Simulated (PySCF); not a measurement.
An unknown shows these calculated signals:

¹H NMR (300 MHz, computed): δ 7.83 (m, 1H), 7.71 (m, 1H), 4.52 (s, 3H).

¹³C{¹H} NMR (computed): δ 164.2 (C), 160.5 (CH), 153.2 (C), 136.2 (CH), 120.1 (C).

- GFN2-xTB structure
- GIAO PBE0/pcSseg-1 shieldings
- code: PySCF 2.14.0 with density-fitted response routines
- equivalent nuclei averaged, single conformer, in vacuum, non-relativistic

δ = σ(ref) − σ, references computed at the same level: TMS for ¹H and ¹³C.

Which of these does the molecule contain: a heteroaromatic ring, a nitrile, a Si–H bond, a (CH3)2CH unit, an N-methyl group?

## Answers


- A heteroaromatic ring: yes.
- A nitrile: no.
- A Si–H bond: yes (δH 4.52 (s)).
- A (CH3)2CH unit: no.
- An N-methyl group: no.

The data belong to SMILES o1c(C(=O)Cl)cc([SiH3])c1, C5H5ClO2Si; they needn't prove each group on their own.

Carbon signals by region: 2 in the far downfield region (above 160 ppm), 3 in the sp2 and nitrile region (100–160 ppm). Above 160 ppm: 164.2, carbonyl carbon, 160.5, aromatic CH next to the ring oxygen.

Carbons that carry Cl, above all several Cl atoms, come out too deshielded, partly because spin–orbit coupling is missing. Shifts are as computed. Against solution values, carbons near 30 ppm lie about +3 ppm off and those near 130 ppm about +5 ppm; carbons on Cl a further +6 ppm. Of 1211 compounds with measured shifts, 218 miss one by over three times the rms of a fit or turn the order of signals round; such compounds aren't used in these exercises. Multiplicities follow the n + 1 count of equivalent neighbours, as no J values were calculated; m marks all less simple cases, F and P coupling included.
